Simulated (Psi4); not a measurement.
The Psi4 input:
```
memory 2 GB

molecule mol {
-1 2
  F     0.674697   -0.514132   -1.554824
  S    -0.000000   -0.000000   -0.000000
  F     1.445775   -0.602774    0.826695
  F    -0.769120   -1.584095    0.190061
  F    -1.445775    0.602774   -0.826695
  F     0.769120    1.584095   -0.190061
  F    -0.674697    0.514132    1.554824
}

set basis sto-3g
set reference uks

energy('svwn')
print_variables()
```

Q: What does this run give for the <S^2>, nuclear repulsion energy, number of basis functions?

A: 
```
Item                             Value
-------------------------  -----------
<S^2>                            0.751
nuclear repulsion energy   499.7906 Eh
number of basis functions           39
```

A gas-phase anion may not be bound at this level; its values then depend on the basis.

These values belong to the state on which the SCF converged, which isn't shown to be the lowest.
